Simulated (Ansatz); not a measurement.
Basis-set series for C5H11F3Ge, SMILES `CC(C)(C)[CH2][Ge]([F])([F])[F]`. Charge 0, multiplicity 1. The geometry is a stationary point of PBE0-D4/def2-TZVP. It is one conformer, not always the lowest.

| functional | basis | functions | energy (Eh) | HOMO (eV) | LUMO (eV) |
| --- | --- | --- | --- | --- | --- |
| PBE0-D4 | def2-TZVPP | 450 | -2573.26972 | -9.34 | -0.10 |
| PBE0-D4 | def2-QZVPP | 875 | -2573.34332 | -9.36 | -0.34 |
| ωB97M-V | def2-TZVPP | 450 | -2573.75273 | -11.57 | 1.62 |
| ωB97M-V | def2-QZVPP | 875 | -2573.82354 | -11.60 | 1.07 |

(1) Give the rows for def2-SVP. (Best estimate.)

Answers

(1) Ansatz gave: 
```tsv
functional	basis	functions	energy (Eh)	HOMO (eV)	LUMO (eV)
PBE0-D4	def2-SVP	199	-2572.41575	-9.32	0.15
ωB97M-V	def2-SVP	199	-2572.87805	-11.54	2.05
```

Positive LUMOs are unbound and depend on the basis. Scalar relativity is left out up to krypton.
